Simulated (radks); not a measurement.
Hf V, configuration [Xe] 4f13.5 6p0.5 (fractional occupations, a model configuration). Calculated with a radial shooting solver on a logarithmic mesh with Libxc functionals: scalar-relativistic Kohn-Sham, BLYP, spin-polarised, spherical densities, finite nucleus; open shells are filled with parallel spins first (spin-orbit coupling, left out, can overturn this in heavy ions); Fermi nuclear charge, rms radius 5.347 fm.

Radial electron density D(r) = 4 pi r^2 rho(r):

r (bohr)  D(r) (e/bohr)   spin D(r)
0.002333          23.75  0.00000371
0.002716          29.10  0.00000626
0.003162          35.33   0.0000105
0.003651          42.04   0.0000170
0.004251          49.91   0.0000282
0.004949          58.43   0.0000465
0.005761          67.30   0.0000761
0.006707          76.09    0.000124
0.007808          84.20    0.000198
0.00909           90.97    0.000315
0.0105            95.53    0.000481
0.01222           97.88    0.000739
0.01423           97.50     0.00111
0.01656           94.81     0.00163
0.01928           90.91     0.00232
0.02245           87.63     0.00318
0.02613           87.10     0.00414
0.03018           90.79     0.00505
0.03513           99.57     0.00577
0.0409            111.9     0.00596
0.04761           123.9     0.00536
0.05543           131.1     0.00393
0.06453           129.7     0.00218
0.07512           120.4     0.00149
0.08676           108.8     0.00382
0.101             101.0      0.0122
0.1176            103.0      0.0293
0.1369            112.4      0.0582
0.1594            119.4       0.102
0.1855            113.9       0.168
0.216             94.78       0.264
0.2494            73.33       0.387
0.2904            60.04       0.545
0.338             61.00       0.700
0.3935            68.38       0.804
0.4581            70.08       0.823
0.5333            61.13       0.759
0.6209            46.00       0.649
0.717             32.63       0.539
0.8347            23.14       0.430
0.9718            17.64       0.319
1.131             13.67       0.200
1.317             9.783      0.0901
1.533             6.049      0.0283
1.785             3.150      0.0426
2.061             1.482       0.115
2.4              0.6605       0.202
2.794            0.3604       0.243
3.252            0.2321       0.210
3.786            0.1352       0.132
4.408           0.06064      0.0604
5.131           0.01948      0.0195
5.926          0.004673     0.00467
6.899         0.0006794    0.000679

D(r) has 4 maxima, at r = 0.0129, 0.0586, 0.163, 0.437 bohr, and minima at 0.0247, 0.106, 0.310 bohr, inside which lie 1.90, 11.10, 29.86 electrons.
